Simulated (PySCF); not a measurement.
## Adding and removing an electron: TeP

PBE; Te def2-SVPD with ECP28, P def2-SVPD; scalar-relativistic core potentials (PySCF 2.14). Neutral (UKS): doublet (π ↑), Re = 2.279 Å, ωe = 460 cm⁻¹, De = 3.51 eV, HOMO -4.58 eV, LUMO -4.57 eV.

TeP⁺ (UKS): singlet (closed shell), Re = 2.202 Å, ωe = 523 cm⁻¹, De = 4.61 eV to Te⁺ + P. The energies at the minima are -609.08304 hartree for TeP and -608.80421 for TeP⁺.

**Question.** Work out the adiabatic ionisation energy, without and with harmonic zero-point energies (1 hartree = 27.2114 eV, 1 eV = 8065.5 cm⁻¹), and the change of the bond length.

**Answer.** At PBE: 0.27883 hartree = 7.587 eV between the minima; the zero-point term (523.0 − 460.0)/2 cm⁻¹ = +0.004 eV makes it 7.591 eV. Re changes by -7.7 pm against the neutral. The electron leaves a π orbital, and the shorter bond of the ion fits an antibonding orbital, or a change in how ionic the bond is.

TeP⁻ (UKS): triplet (π ↑↑), Re = 2.397 Å, ωe = 376 cm⁻¹, De = 3.25 eV to Te⁻ + P. The energies at the minima are -609.08304 hartree for TeP and -609.14976 for TeP⁻.

**Question.** Work out the adiabatic electron affinity, without and with harmonic zero-point energies (1 hartree = 27.2114 eV, 1 eV = 8065.5 cm⁻¹), and the change of the bond length.

**Answer.** At PBE: 0.06672 hartree = 1.816 eV between the minima; the zero-point term (460.0 − 376.0)/2 cm⁻¹ = +0.005 eV makes it 1.821 eV. Re changes by +11.8 pm against the neutral. The electron enters a π orbital, and the longer bond of the ion fits an antibonding orbital, or a change in how ionic the bond is.

These are scalar-relativistic numbers at best; spin–orbit coupling would shift them, the dissociation energy most. For an ion De counts to the pair picked by the measured ionisation energies or electron affinities, which need not be the lowest pair at this level. The highest Kohn–Sham level is positive in this anion. Much of that is self-interaction error, but it also means that the finite basis helps to hold the extra electron. States were picked by a PBE0 search and need not be the measured ground states.
